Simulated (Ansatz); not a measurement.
A run for Ansatz (an electronic-structure program): R-PBE0/def2-TZVPP on GaH4NO2 (SMILES [NH2][Ga]([OH])[OH]), a point of a torsion scan.

Ansatz 0.2 input:
```yaml
crystal:
  periodic: [false, false, false]
  atoms:
    - {symbol: N, position_ang: [1.70944424, 0.02514891, -0.00657026]}
    - {symbol: Ga, position_ang: [-0.12320062, 0.01605472, -0.09168770]}
    - {symbol: O, position_ang: [-1.05925955, 1.45364820, -0.37538139]}
    - {symbol: O, position_ang: [-0.90220329, -1.54280946, -0.14777525]}
    - {symbol: H, position_ang: [2.10053424, -0.82797624, 0.37628566]}
    - {symbol: H, position_ang: [2.13891603, 0.82456045, 0.44611902]}
    - {symbol: H, position_ang: [-1.53372360, 2.00787096, 0.23750829]}
    - {symbol: H, position_ang: [-1.82102153, -1.61482833, -0.40358466]}
basis:
  gaussian:
    orbitals: def2-TZVPP
hamiltonian:
  xc: {name: PBE0}
scf: {lower_state_search: off}
```

Output:

```
WARN ansatz: RAYON_NUM_THREADS=1 ignored (pool sized by the plan → 1); use --threads N
Functional definition: PBE0
these checks for a lower state are left out or cut short: stability, starts, cluster_reference, orbital_swaps, neighbouring_geometries, increment
integrals: 0.11 GiB planned
1106 factors; their error is unknown
mean field: 0.96 GiB planned
mean field evaluation 1: about -58002.8937 eV, gradient 9.9e1 eV
mean field evaluation 2: about -57974.5393 eV, gradient 1.5e2 eV
mean field evaluation 4: about -58018.6929 eV, gradient 5.5e0 eV
mean field evaluation 8: about -58018.9327 eV, gradient 2.5e-1 eV
mean field evaluation 16: about -58018.9327 eV, gradient 5.3e-6 eV
mean field -58018.93273847 eV, -2132.1564514938 hartree, gradient 5.3e-6 eV, S^2 0.000000; 0 other end points of the search recorded, 0 dependent functions left out
reference -58018.93276792 eV, -2132.1564525759 hartree; 29, 29 occupied and 168, 168 virtual orbitals, 1106 factors
Total energy: -58018.93276792 eV, -2132.1564525759 hartree
Checks for a lower state left out: stability, starts, cluster_reference, orbital_swaps, neighbouring_geometries, increment
```

Self-consistency was reached.

Cost: about 5 core-seconds (a rough figure).
